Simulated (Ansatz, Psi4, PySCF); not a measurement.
SSi, triplet, at a GFN2-xTB geometry (the spin is typed, not shown lowest) (in this run its highest filled SCF level lies above zero, so its values depend strongly on the basis, on diffuse functions most of all). Base run: PySCF with R2SCAN/STO-3G.

Geometry (Å):
```xyz
2

Si     0.0000     0.0000    -1.1197
S      0.0000     0.0000     0.9797
```
Charge 0, spin multiplicity 3.
Orbitals are unrestricted.
All else is at PySCF's defaults.

The same geometry, method and basis name were run in Ansatz (a first-principles code) and Psi4 and PySCF, at each program's defaults and at the settings that a row names. The base is PySCF at its defaults. Differences at the defaults can come from grids, fitting, cores and function types together.

| code and settings | ΔE vs base (mEh) | basis functions | E (Eh) | SCF cycles |
|---|---|---|---|---|
| PySCF, defaults (exact integrals, its default grid, spherical functions) | 0.000 | 18 | -679.72712 | 10 |
| Psi4, defaults (density fitting with its default set, its default grid, spherical functions) | -2.018 | 18 | -679.72914 | 9 |
| Ansatz, defaults (factorised integrals, its default grid, spherical functions) | -0.360 | 18 | -679.72748 | - |
| PySCF, density fitting with def2-universal-jkfit | -1.465 | 18 | -679.72858 | 10 |
| PySCF, fine grid | -0.425 | 18 | -679.72754 | 10 |
| Psi4, exact integrals, spherical functions, fine grid | -0.366 | 18 | -679.72748 | 12 |
| Ansatz, high accuracy | -0.358 | 18 | -679.72748 | - |

Open shells are given as the SCF converged; they aren't shown to be the lowest states, and a large step between rows can be another state.
